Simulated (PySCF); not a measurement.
# Fractional electron number in Zn⁺ (zinc, charge +1)

The 4s alpha orbital of [Ar] 3d10 4s1 is emptied in steps (occupation f), with all orbitals relaxed, ending at [Ar] 3d10. All numbers are calculated (PySCF 2.14, scalar relativity by spin-free X2C-1e, in aug-cc-pVTZ-DK). The exact energy is a straight line in f; departures are measured from the line between the end points of the same method.

```
  f  PBE0 (eV)  r2SCAN (eV)  LC-wPBE (eV)
  1      0.000        0.000         0.000
0.9     -0.276       -0.330        -0.033
0.7     -0.645       -0.768        -0.074
0.5     -0.770       -0.912        -0.088
0.3     -0.648       -0.761        -0.077
0.1     -0.278       -0.326        -0.035
  0      0.000        0.000         0.000
```

Q: For LC-wPBE, how does the orbital energy at f = 1 compare with the removal energy?

A: −ε = 17.900 eV against a total-energy difference of 18.272 eV. By Janak's theorem ε = ∂E/∂f, so the gap between them reflects the curvature. Along the path −ε is 17.983 (f = 0.9), 18.135 (f = 0.7), 18.264 (f = 0.5), 18.394 (f = 0.3), 18.574 (f = 0.1) eV.

```csv
method,E(f=0) − E(f=1) (eV),−ε at f=1 (eV),−ε at f=0.5 (eV)
PBE0,18.331,15.270,18.321
r2SCAN,18.534,14.864,18.564
LC-wPBE,18.272,17.900,18.264
```

Reference removal energy between the ground levels: 17.964 eV (measured; NIST Atomic Spectra Database, ionization energies).
